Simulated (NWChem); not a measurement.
Species: GeHCl3; SMILES [Cl][GeH]([Cl])[Cl]

```xyz
5

Ge     0.0000     0.0000     0.4352
Cl    -0.4895     1.9411    -0.3128
Cl     1.9258    -0.5466    -0.3128
Cl    -1.4363    -1.3945    -0.3128
H      0.0000     0.0000     1.9616
```
Atoms are numbered in this order, from 1.

Results from NWChem. Coordinates come from a PBE0/def2-SVP optimisation. GIAO values for the isolated, static molecule; σ is the absolute isotropic shielding, δ = σ(reference) − σ with the isolated reference molecule computed at the same levels (1H: tetramethylsilane).

Task: Estimate the computed values for KT2/pcSseg-1. Quantities: σ Ge1 (ppm); σ Cl2 (ppm); δ H5 (ppm).

Result: 
| Quantity | Value |
|---|---|
| σ Ge1 (ppm) | 1203.6 |
| σ Cl2 (ppm) | 746.0 |
| δ H5 (ppm) | 7.14 |
